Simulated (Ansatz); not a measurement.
FGe$_{2}$H$_{6}$N, SMILES `[F][GeH2][NH][GeH3]`, charge 0, multiplicity 1.

Problem. Give a relaxed structure at PBE0-D4/def2-TZVP (the Gaussian-basis code of Ansatz). (An estimate is asked.)

Solution. Computed: 
Z-matrix (Å, degrees):
```
Ge
N 1 1.807
F 1 1.750 2 110.3
H 1 1.532 2 110.3 3 115.6
H 1 1.531 2 109.4 3 -115.0
Ge 2 1.843 1 125.5 3 73.5
H 2 1.010 1 114.8 3 -80.8
H 6 1.538 2 108.5 1 144.7
H 6 1.535 2 105.8 1 25.5
H 6 1.540 2 111.8 1 -94.7
```
This is one stationary point; other conformers may exist.
